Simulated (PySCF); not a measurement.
C₅H₁₃F₂NSi₂.
Numbering: `[CH3:1][Si@@H:2]1[CH2:3][CH2:4][C@@H:5]([CH:6]([F:7])[F:8])[Si@H:9]1[NH2:10]` (hydrogens: H11, H12, H13 on C1; H14 on Si2; H15, H16 on C3; H17, H18 on C4; H19 on C5; H20 on C6; H21 on Si9; H22, H23 on N10)

Theory: PySCF 2.14.0, PBE0-D3(BJ)/def2-SVP geometry optimisation, gas phase.

(1) What internal coordinates does the optimisation give?

Answers

(1) 
```json
{"bond": "C1–Si2", "length (Å)": "1.881", "order": "single"}
{"bond": "Si2–C3", "length (Å)": "1.908", "order": "single"}
{"bond": "C3–C4", "length (Å)": "1.533", "order": "single"}
{"bond": "C4–C5", "length (Å)": "1.537", "order": "single"}
{"bond": "C5–C6", "length (Å)": "1.502", "order": "single"}
{"bond": "C6–F7", "length (Å)": "1.357", "order": "single"}
{"bond": "C6–F8", "length (Å)": "1.364", "order": "single"}
{"bond": "C5–Si9", "length (Å)": "1.919", "order": "single"}
{"bond": "Si9–N10", "length (Å)": "1.740", "order": "single"}
{"bond": "Si2–Si9", "length (Å)": "2.344", "order": "single"}
{"bond": "C1–H11, C1–H12, C1–H13", "length (Å)": "1.101", "order": "single"}
{"bond": "Si2–H14", "length (Å)": "1.502", "order": "single"}
{"bond": "C3–H15", "length (Å)": "1.102", "order": "single"}
{"bond": "C3–H16", "length (Å)": "1.105", "order": "single"}
{"bond": "C4–H17", "length (Å)": "1.103", "order": "single"}
{"bond": "C4–H18", "length (Å)": "1.106", "order": "single"}
{"bond": "C5–H19", "length (Å)": "1.106", "order": "single"}
{"bond": "C6–H20", "length (Å)": "1.104", "order": "single"}
{"bond": "Si9–H21", "length (Å)": "1.500", "order": "single"}
{"bond": "N10–H22, N10–H23", "length (Å)": "1.014", "order": "single"}
```

Bonds in one row agree within 0.01 Å and their mean is given. Orders are formal, as drawn. A selection of angles:
```json
{"angle": "Si2–C1–H11", "degrees": "111.1"}
{"angle": "H11–C1–H12", "degrees": "108.0"}
{"angle": "C1–Si2–C3", "degrees": "113.5"}
{"angle": "C1–Si2–Si9", "degrees": "118.2"}
{"angle": "C1–Si2–H14", "degrees": "110.1"}
{"angle": "C3–Si2–Si9", "degrees": "92.6"}
{"angle": "C3–Si2–H14", "degrees": "110.3"}
{"angle": "Si9–Si2–H14", "degrees": "111.1"}
{"angle": "Si2–C3–C4", "degrees": "109.1"}
{"angle": "Si2–C3–H15", "degrees": "112.5"}
{"angle": "Si2–C3–H16", "degrees": "107.6"}
{"angle": "C4–C3–H15", "degrees": "111.3"}
{"angle": "C4–C3–H16", "degrees": "109.8"}
{"angle": "H15–C3–H16", "degrees": "106.5"}
{"angle": "C3–C4–C5", "degrees": "112.0"}
{"angle": "C3–C4–H17", "degrees": "111.0"}
{"angle": "C3–C4–H18", "degrees": "109.1"}
{"angle": "C5–C4–H17", "degrees": "109.9"}
{"angle": "C5–C4–H18", "degrees": "108.5"}
{"angle": "H17–C4–H18", "degrees": "106.0"}
{"angle": "C4–C5–C6", "degrees": "112.1"}
{"angle": "C4–C5–Si9", "degrees": "108.9"}
{"angle": "C4–C5–H19", "degrees": "109.6"}
{"angle": "C6–C5–Si9", "degrees": "111.5"}
{"angle": "C6–C5–H19", "degrees": "106.9"}
{"angle": "Si9–C5–H19", "degrees": "107.6"}
{"angle": "C5–C6–F7", "degrees": "111.7"}
{"angle": "C5–C6–F8", "degrees": "110.3"}
{"angle": "C5–C6–H20", "degrees": "112.3"}
{"angle": "F7–C6–F8", "degrees": "106.8"}
{"angle": "F7–C6–H20", "degrees": "107.8"}
{"angle": "F8–C6–H20", "degrees": "107.5"}
{"angle": "C5–Si9–N10", "degrees": "109.0"}
{"angle": "C5–Si9–H21", "degrees": "109.3"}
{"angle": "N10–Si9–H21", "degrees": "114.2"}
{"angle": "Si2–Si9–C5", "degrees": "93.4"}
{"angle": "Si2–Si9–N10", "degrees": "112.7"}
{"angle": "Si2–Si9–H21", "degrees": "116.1"}
{"angle": "Si9–N10–H22", "degrees": "119.1"}
{"angle": "H22–N10–H23", "degrees": "110.7"}
{"angle": "H23–N10–Si9", "degrees": "118.9"}
```

Torsions: C1–Si2–C3–C4 -151° (antiperiplanar); Si2–C3–C4–C5 54° (synclinal); C3–C4–C5–C6 -175° (antiperiplanar); C4–C5–C6–F7 -68° (synclinal); C4–C5–Si9–N10 -91° (anticlinal); C1–Si2–Si9–C5 121° (anticlinal).

Si2 (SiH silicon) has angles from 92.6° to 118.2°. Of the pairs four or more bonds apart, F7···H17 is among the closest relative to their van der Waals radii: 2.72 Å, 102 % of the sum of Bondi's values. The 3 C–Si bonds span 1.881 Å (C1–Si2, drawn single) to 1.919 Å (C5–Si9, drawn single), a spread of 0.038 Å. Si9 (SiH silicon) has angles from 93.4° to 116.1°. The C–C distances run from 1.502 Å (C5–C6, drawn single) to 1.537 Å (C4–C5, drawn single), a spread of 0.035 Å. The 5-membered ring Si2–C3–C4–C5–Si9 has internal angles of 92.6° to 112.0° (sum 516°, against 540° for a flat polygon); it is puckered, 0.21 Å rms from its mean plane, widest ring torsion 54°. N10 (silicon-bound nitrogen) has angles 119.1°, 118.9° and 110.7°, sum 348.7°, 0.23 Å off the plane of its three neighbours.

Point group: C1 (no symmetry element, even within 0.4 Å). PBE0-D3(BJ)/def2-SVP frequencies: not computed here. The numbers are those of one conformer (C4–C5–C6–F7 -68°, C5–Si9–N10–H 139° and -81°, C1–Si2–C3–C4 -151°, Si2–C3–C4–C5 54°, C3–C4–C5–C6 -175°, C4–C5–Si9–N10 -91°).

Cost: about 12 min of CPU time on one thread; the machine was shared, so the figure is rough. That covers the optimisation of the geometry.
